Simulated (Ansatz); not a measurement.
CH6GeInN (`[GeH3]/[CH]=[N]/[InH2]`), 10 atoms. Total charge 0; spin multiplicity 1. Correlated methods include outer-core shells of Ge, In, which these sets cover unevenly. Scalar relativity is left out up to krypton. In takes the def2 core potential. All runs use 4 threads of an AMD EPYC 9R45 on a shared host. Correlated methods freeze the cores.

Task: How many basis functions does each run have, and how long does it take in Ansatz? RKS r2SCAN0-D4/def2-TZVPP energy; RHF-CCSD(T)/def2-SVP energy; direct RPA on PBE orbitals/def2-TZVPP energy; RKS PBE0-D4/def2-SVP energy; RKS SPW92 (LDA)/def2-TZVPP energy; RKS PBE0-D4/def2-QZVPP energy; RKS PBE-D4/def2-TZVPP energy and forces; RKS ωB97M-V/def2-QZVPP energy; RKS PBE0-D4/def2-TZVP frequencies; RKS PBE0-D4/def2-TZVP relaxation (10 steps); RHF-MP2/def2-QZVPP energy; RHF-CCSD(T)/def2-TZVPP energy. (Estimate.)

Result: Ansatz gave: Other jobs shared the machine, so times are rough.

| level | job | functions | wall time | peak host memory (GiB) |
| --- | --- | --- | --- | --- |
| RKS SPW92 (LDA)/def2-TZVPP | energy | 244 | 0.55 s | 0.34 |
| RKS PBE0-D4/def2-SVP | energy | 116 | 0.65 s | 0.45 |
| RKS PBE-D4/def2-TZVPP | energy and forces | 244 | 1.1 s | 0.34 |
| RKS r2SCAN0-D4/def2-TZVPP | energy | 244 | 1.8 s | 0.76 |
| direct RPA on PBE orbitals/def2-TZVPP | energy | 244 | 2.2 s | 0.69 |
| RKS PBE0-D4/def2-QZVPP | energy | 465 | 3.4 s | 1.9 |
| RHF-CCSD(T)/def2-SVP | energy | 116 | 3.5 s | 0.67 |
| RKS ωB97M-V/def2-QZVPP | energy | 465 | 7 s | 2.2 |
| RHF-MP2/def2-QZVPP | energy | 465 | 8 s | 2.7 |
| RKS PBE0-D4/def2-TZVP | relaxation (10 steps) | 196 | 16 s | 0.63 |
| RKS PBE0-D4/def2-TZVP | frequencies | 196 | 63 s | 0.62 |
| RHF-CCSD(T)/def2-TZVPP | energy | 244 | 66 s | 5.4 |
